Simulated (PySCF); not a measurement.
**Field gradients at the hydrogen positions**

Species: C6H11OP.
Atom-mapped SMILES: `[CH3:1][C@@H:2]1[CH2:3][P@@:4]1(=[O:5])[CH:6]1[CH2:7][CH2:8]1` (hydrogens: H9, H10, H11 on C1; H12 on C2; H13, H14 on C3; H15 on C6; H16, H17 on C7; H18, H19 on C8)

Geometry (GFN2-xTB, Å), atoms numbered from 1 in this order:
```xyz
19
C6H11OP angstrom
C      2.6946   -0.2665   -0.8926
C      1.2733    0.1739   -0.6647
C      0.9483    0.8457    0.7133
P      0.2353   -0.7984    0.4671
O      0.7424   -1.9738    1.1882
C     -1.5378   -0.7798    0.0852
C     -2.2007    0.4419   -0.4654
C     -2.4421    0.0508    0.9534
H      2.7840   -0.8037   -1.8351
H      3.3690    0.5898   -0.9190
H      3.0033   -0.9320   -0.0874
H      0.8179    0.6699   -1.5138
H      0.3765    1.7618    0.6800
H      1.7827    0.8938    1.4014
H     -1.8823   -1.7576   -0.2302
H     -2.9942    0.2977   -1.1835
H     -1.5936    1.3123   -0.6619
H     -1.9835    0.6430    1.7321
H     -3.4028   -0.3594    1.2255
```

Level: PBE0/pcSseg-1 (PySCF, non-relativistic); Q(2H) = 0.00286 b; rigid geometry, the same for H and D, with no vibrational averaging.

Question: Rank these positions by the coupling χzz of a deuteron there, largest first.
A. H11 (methyl hydrogen)
B. H16 (methylene hydrogen)
C. H13 (methylene hydrogen)
D. H9 (methyl hydrogen)
E. H15 (methine hydrogen)

Answer: C (226 kHz), B (221 kHz), E (216 kHz), D (211 kHz), A (204 kHz).

What are Vzz, η and χzz (234.96 MHz × Q × Vzz) at all hydrogens?

| atom | bonded to | bond length (Å) | Vzz (au) | η | χzz (kHz) |
| --- | --- | --- | --- | --- | --- |
| H9 | C1 | 1.088 | 0.3136 | 0.03 | 211 |
| H10 | C1 | 1.090 | 0.3103 | 0.02 | 209 |
| H11 | C1 | 1.089 | 0.3037 | 0.04 | 204 |
| H12 | C2 | 1.084 | 0.3252 | 0.08 | 219 |
| H13 | C3 | 1.080 | 0.3359 | 0.06 | 226 |
| H14 | C3 | 1.083 | 0.3278 | 0.07 | 220 |
| H15 | C6 | 1.084 | 0.3208 | 0.09 | 216 |
| H16 | C7 | 1.080 | 0.3295 | 0.07 | 221 |
| H17 | C7 | 1.079 | 0.3311 | 0.07 | 223 |
| H18 | C8 | 1.081 | 0.3259 | 0.07 | 219 |
| H19 | C8 | 1.079 | 0.3304 | 0.07 | 222 |

How does χzz go with the bond length over the 11 C–H bonds?

A straight-line fit has a slope of -15.1 kHz for each 0.01 Å, with a correlation coefficient of -0.94, over lengths from 1.079 to 1.090 Å. The longer bonds have the smaller couplings here.

Give the 2H NMR doublet splittings at H16 for a magnetic field along the z, y and x axes of the gradient: 3χ/2, 3χ(1 + η)/4, 3χ(1 − η)/4.

With |χ| = 221.4 kHz and η = 0.069: 332, 178 and 155 kHz, to first order and without motion.

One conformer (not necessarily the lowest) at the GFN2-xTB geometry, without solvent, vibrations or thermal averaging. GFN2-xTB bond lengths can be off by several hundredths of an ångström, more for odd bonds, and the gradients follow them. With a basis this small, the couplings can be 20 % off.
